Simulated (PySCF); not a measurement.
HNP, SMILES [NH+]#P, charge +1. Geometry: ωB97X-D3(BJ)/def2-TZVPD. The isomer is the one that the SMILES or the coordinates give; other isomers of the formula were not compared.

TDA-PBE/def2-TZVPD in PySCF 2.14.0 puts the lowest singlet excitations at 5.75, 6.07, 6.07, 8.46, 8.46, 10.12 eV and the lowest triplet (TDA) at 4.50 eV.

Problem. What are the lowest singlet roots from EOM-CCSD/aug-cc-pVDZ in PySCF? (The exact figures need the calculation; the answer reports its results.)

Solution. 6.21, 6.37, 6.37, 8.63, 8.63, 9.72 eV; triplets 4.57, 5.47, 5.47 eV. S1 differs by 0.46 eV (second minus first; roots are paired by order, and the bases may differ).
